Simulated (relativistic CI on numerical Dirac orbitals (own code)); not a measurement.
## Slater and spin-orbit integrals, Dy XXXI

Calculated at this level of theory: Dirac-Coulomb-Breit CI, separate exchange-only KLI orbitals for each configuration, model QED (radiative potential, 1s self-energy scaled to tabulated hydrogen-like ionisation energies), unscaled Slater integrals (own radial code, finite nucleus).

Slater integrals F^k, G^k are unscaled and averaged over j, outside the closed core [Ar] 3d10; ζ comes from projecting the Hamiltonian with its Breit term on Σ l·s of the shell.

- 4s2.4p5.4d: ζ(4p) = 263340, F^2(4p,4d) = 203590, G^1(4p,4d) = 253510, G^3(4p,4d) = 162330, ζ(4d) = 32685 cm⁻¹; <r>(4p) = 0.4941, <r^2>(4p) = 0.276, <r>(4d) = 0.4981, <r^2>(4d) = 0.2834 (bohr units).
- 4s.4p6.4d: G^2(4s,4d) = 200430, ζ(4d) = 32883 cm⁻¹; <r>(4s) = 0.4812, <r^2>(4s) = 0.2601, <r>(4d) = 0.4983, <r^2>(4d) = 0.2836 (bohr units).
- 4s2.4p5.4f: ζ(4p) = 262580, F^2(4p,4f) = 206530, G^2(4p,4f) = 166770, G^4(4p,4f) = 122140, ζ(4f) = 4806.7 cm⁻¹; <r>(4p) = 0.4945, <r^2>(4p) = 0.2764, <r>(4f) = 0.4737, <r^2>(4f) = 0.2542 (bohr units).

Averages of the first 10 configurations, taken without configuration mixing, which lowers the lowest level and can move excited configurations by several eV; other configurations of the list can lie among them:

| Configuration | Parity | States | Average energy above the lowest level (eV) |
| --- | --- | --- | --- |
| 4s2.4p6 | even | 1 | 0.3 |
| 4s2.4p5.4d | odd | 60 | 151.3 |
| 4s.4p6.4d | even | 20 | 274.6 |
| 4s2.4p5.4f | even | 84 | 311.1 |
| 4s.4p6.4f | odd | 28 | 434.7 |
| 4s2.4p5.5s | odd | 12 | 485.4 |
| 4p6.4d.4f | odd | 140 | 711.0 |
| 4s2.4p5.5p | even | 36 | 536.2 |
| 4p6.4d2 | even | 45 | 552.7 |
| 4p5.4d3 | odd | 720 | 700.9 |
